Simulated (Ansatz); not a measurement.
# Relaxing a trial structure of CH3OSSi+

The starting geometry of this gas-phase singlet was optimised with GFN2-xTB.

```
atom    x (Å)    y (Å)    z (Å)
   C   1.0363   1.7383  -0.0429
   O  -0.2255   1.4694  -0.6294
   S   1.3614   0.1107   0.7994
  Si  -0.5073  -0.0525  -0.1656
   H   0.9648   2.5587   0.6721
   H   1.7811   1.9558  -0.8091
   H  -1.7264  -0.6841  -0.5821
```

Task: Where would you expect an optimisation with B3LYP/6-31G* to take it?

Result: It keeps its bonds, and is `C1O[SiH]=[S+]1`.

The energy falls by 0.21 eV over 8 steps:

```tsv
step	E − E(last) (eV)
1	0.210
2	0.050
3	0.023
4	0.001
5	0.000
6	0.000
7	0.000
8	0.000
```

Final geometry (Å):

```xyz
7

C     1.0304    1.7509   -0.0513
O    -0.2605    1.5835   -0.6956
S     1.2941    0.0514    0.7859
Si   -0.4960    0.0501   -0.2014
H     0.9743    2.5335    0.7050
H     1.8045    1.9213   -0.7993
H    -1.6622   -0.7944   -0.5011
```

Frequencies at the end are all real (lowest 286 cm⁻¹). Run with Ansatz 0.2.0, 14 s on 1 thread of Intel(R) Xeon(R) Platinum 8488C (Sapphire Rapids), on a shared host.
